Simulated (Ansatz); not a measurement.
Energy needed to pull apart CH₃BO₂ (SMILES OB=CO), singlet, into free ground-state atoms, from the structure below (displaced at random from a GFN2-xTB minimum); no zero-point or spin–orbit terms; open-shell atoms are treated unrestricted, in their ground-state multiplicity.

O1  (-1.056, 1.446, -0.927)
B2  (-0.357, 0.727, -0.216)
C3  (0.354, -0.270, 0.537)
O4  (0.436, -1.740, 0.715)
H5  (-0.548, 2.030, -1.446)
H6  (1.084, 0.115, 1.242)
H7  (-0.179, -2.124, 0.047)
(Å)

Ansatz 0.2.0; basis: def2-TZVPP; cores frozen in the correlated methods.

| method | atomization energy (kcal/mol) |
| --- | --- |
| PBE-D4 | 668.7 |
| BLYP-D4 | 650.7 |
| r2SCAN-D4 | 647.3 |
| PBE0-D4 | 644.7 |
| LC-wPBE | ? |
| wB97M-V | 645.7 |
| HF | 432.5 |
| MP2 | 642.9 |
| CCSD | ? |
| CCSD(T) | 620.3 |

Problem. What does LC-wPBE give? (Judge from chemistry; the value comes from the calculation.)

Solution. Computed: 641.7 kcal/mol, which is about 21.4 kcal/mol more than CCSD(T)/def2-TZVPP.

Problem. What does CCSD give? (Judge from chemistry; the value comes from the calculation.)

Solution. By the calculation: 606.9 kcal/mol, which is about 13.4 kcal/mol less than CCSD(T)/def2-TZVPP.

In triple zeta the MP2 and coupled-cluster atomization energies are still short of their basis limit by a few kcal/mol a bond, whereas those of the functionals are nearly converged, so these differences are not deviations from converged CCSD(T).

No T1 diagnostic of these runs exceeds 0.015.

For scale, one of the runs: CCSD(T)/def2-TZVPP forces, 166 basis functions (an equivalent command: `ansatz run in.yaml --threads 4`). Hardware: 4 CPU threads, shared host. Wall time 3.1 min; peak host memory 2.8 GiB.
